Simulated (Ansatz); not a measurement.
`BCB` + `[AsH3]` → `B[AsH2]` + `BC` at 700 K and 1 bar (ligand exchange at a B–C bond).

Isolated molecules relaxed with PBE0-D4/def2-TZVP in Ansatz; ΔE leaves out vibrations. CCSD(T)/CBS adds triple-zeta CCSD(T) − MP2 to the extrapolated MP2 energy (def2 sets, frozen cores). This one scheme is used for every species. For As outer-core shells are correlated without core-valence functions, which leaves a few kJ/mol of doubt a bond. Scalar relativity is left out up to krypton.

```csv
species,CCSD(T)/CBS energy (Eh),H − E (kJ/mol),S (J/(mol·K))
`BCB`,-91.21084,235.7,370.5
`[AsH3]`,-2236.79077,87.1,262.7
`B[AsH2]`,-2262.17165,138.8,334.6
`BC`,-65.83255,189.6,311.0
```

H − E and S are ideal-gas, rigid-rotor, harmonic terms from PBE0-D4/def2-TZVP. 1 Eh = 2625.50 kJ/mol, R = 8.31446 J/(mol·K).

Problem. By hand: ΔE, ΔH, ΔS and ΔG.

Solution. ΔE = (-2262.17165) + (-65.83255) − (-91.21084) − (-2236.79077) = -0.00259 Eh = -6.8 kJ/mol. Δ(H − E) = 138.8 + 189.6 − 235.7 − 87.1 = 5.6, so ΔH = -1.2 kJ/mol. ΔS = 334.6 + 311.0 − 370.5 − 262.7 = 12.4 J/(mol·K). ΔG = -1.2 − 700 × (12.4)/1000 = -9.9 kJ/mol.

Problem. By hand: the equilibrium constant, and the temperature at which ΔG would vanish if ΔH and ΔS stayed fixed.

Solution. log₁₀ K = −ΔG/(RT ln 10) = 0.7. ΔH and −TΔS have one sign here, so there is no such temperature.

TΔS isn't small against ΔH here. A doubt of 5 kJ/mol in ΔE shifts log₁₀ K by 0.4 here. These are equilibria of isolated gas molecules and say nothing of rates. Largest T1 diagnostic: 0.014 (customary marks: 0.02 for closed shells, 0.045 for open ones).
